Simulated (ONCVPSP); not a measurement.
# Plane-wave convergence, ONCV potential for Ag

| Property | Result |
| --- | --- |
| Element | Ag |
| Generator | ONCVPSP 4.0.1 |
| Type | optimised norm-conserving Vanderbilt (ONCV) |
| Functional | PBE |
| Relativity | scalar-relativistic |
| Frozen core | [Kr] |
| Valence charge | 11 |
| Reference configuration | 4d10 5s1 |
| Partial waves | 5s: rc 2.45 bohr, ncon 4, nbas 7, qcut 3 1/bohr, 2 projectors, debl 0.6 Ha; p scattering state at 0.44 Ha: rc 2.45 bohr, ncon 4, nbas 7, qcut 2.7 1/bohr, 1 projector; 4d: rc 1.85 bohr, ncon 4, nbas 9, qcut 7.1 1/bohr, local |
| Local potential | the d channel |
| Core correction | Teter function, fcfact 4.25, rcfact 1.1 |

Question: For each optimised wave give the share of its norm inside rc, the residual kinetic energy above qcut (Ha) and the cutoffs (Ha) for errors of 10, 1, 0.1 and 0.01 mHa per electron.

Answer:

```json
{"wave": "5s", "norm inside rc": "0.321", "residual KE": "4.7e-04", "10 mHa": "2.5", "1 mHa": "4.0", "0.1 mHa": "9.8", "0.01 mHa": "18.6"}
{"wave": "s projector 2", "norm inside rc": "0.211", "residual KE": "8.8e-04", "10 mHa": "3.0", "1 mHa": "4.4", "0.1 mHa": "10.0", "0.01 mHa": "26.2"}
{"wave": "p projector 1", "norm inside rc": "0.173", "residual KE": "1.8e-03", "10 mHa": "1.7", "1 mHa": "4.2", "0.1 mHa": "17.0", "0.01 mHa": "22.4"}
{"wave": "4d", "norm inside rc": "0.794", "residual KE": "7.8e-05", "10 mHa": "18.1", "1 mHa": "21.6", "0.1 mHa": "25.0", "0.01 mHa": "80.5"}
```

The occupied waves need 22 Ha and 25 Ha for 1 and 0.1 mHa. Note: ghosts flagged at negative energy: s at -61.9 eV, p at -2.82 eV; no localised positive-energy state flagged. A true bound ghost makes a file unfit for plane-wave use.
